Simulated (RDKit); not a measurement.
Input for RDKit: MMFF94 on CF4 (SMILES FC(F)(F)F).

```python
from rdkit import Chem
from rdkit.Chem import AllChem, rdDetermineBonds

blocks = [
'''5

F    -0.03683264   -1.04000981   -0.82185985
C    -0.00000110   -0.00001872   -0.00001990
F    -0.13983019    1.11933423   -0.69704822
F    -0.98590304   -0.09798656    0.88131563
F     1.16256697    0.01858087    0.63751234
''',
]
mol = None
for b in blocks:
    f = Chem.MolFromXYZBlock(b)
    rdDetermineBonds.DetermineBonds(f, charge=0)
    mol = f if mol is None else Chem.CombineMols(mol, f)
Chem.SanitizeMol(mol)
print(Chem.MolToSmiles(Chem.RemoveHs(mol)))
ff = AllChem.MMFFGetMoleculeForceField(mol, AllChem.MMFFGetMoleculeProperties(mol), nonBondedThresh=100.0, ignoreInterfragInteractions=False)
e = ff.CalcEnergy()
print(f'MMFF94 energy {e:.6f} kcal/mol')
```

The log:

```
FC(F)(F)F
MMFF94 energy 2.521096 kcal/mol
```

The run finished.

Cost: around 0.04 core-seconds (rough).
